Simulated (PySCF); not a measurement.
# Computed properties of C3H5BO2, SMILES C=CB(O)C=O

C₃H₅BO₂, SMILES C=CB(O)C=O. The structure is a stationary point at r2SCAN-D4/def2-SVP. This is a generated structure with no PubChem entry under its InChIKey; it may be hypothetical. The values are those of a single conformer. All values are computed for the isolated molecule unless a solvent is named; none is compared with measurement here.

**Structure.** The optimised structure has Cs symmetry. All 27 harmonic modes at r2SCAN-D4/def2-SVP (PySCF) are real, so it is a minimum. With heavy atoms numbered as in [CH2:1]=[CH:2][B:3]([OH:4])[CH:5]=[O:6], the shortest bond between them is C5–O6 at 1.221 Å and the longest B3–C5 at 1.621 Å.

**Vibrations.** The strongest infrared lines (harmonic, unscaled, degenerate partners summed) lie at 1463 cm⁻¹ (166 km/mol, B 43 %, H 35 %, C 11 %, O 10 %), 1226 cm⁻¹ (164 km/mol, H 63 %, B 23 %, O 9 %), 2842 cm⁻¹ (156 km/mol, H 92 %). The softest mode is at 60 cm⁻¹ and the zero-point energy is 50.6 kcal/mol.

**Electronic structure.** r2SCAN/def2-TZVP (PySCF) places the frontier levels at -6.15 and -3.44 eV, a gap of 2.71 eV, and gives a dipole moment of 2.00 D and a mean polarisability of 57.0 bohr³. PBE/def2-TZVP (PySCF) at the same geometry gives -5.87 and -3.58 eV, so its gap is 0.42 eV narrower. An orbital gap is neither the optical nor the fundamental gap.

**Excitations.** TDA-B3LYP/def2-SVPD (PySCF) has S1 at 2.88 eV (430 nm, f = 0.000, dark); the most intense of the 10 singlets computed lies at 4.81 eV (f = 0.16). T1 (TDA) is at 2.26 eV, 0.62 eV under S1. TDA-PBE/def2-SVPD (PySCF) puts S1 at 2.51 eV.

**NMR.** GIAO shifts at B3LYP/pcSseg-1 (PySCF) (non-relativistic, atoms alike by connectivity averaged): ¹³C from 141.3 to 244.2 ppm against TMS; ¹H from 6.9 to 11.5 ppm against TMS; ¹¹B at 13.4 ppm against BF3.
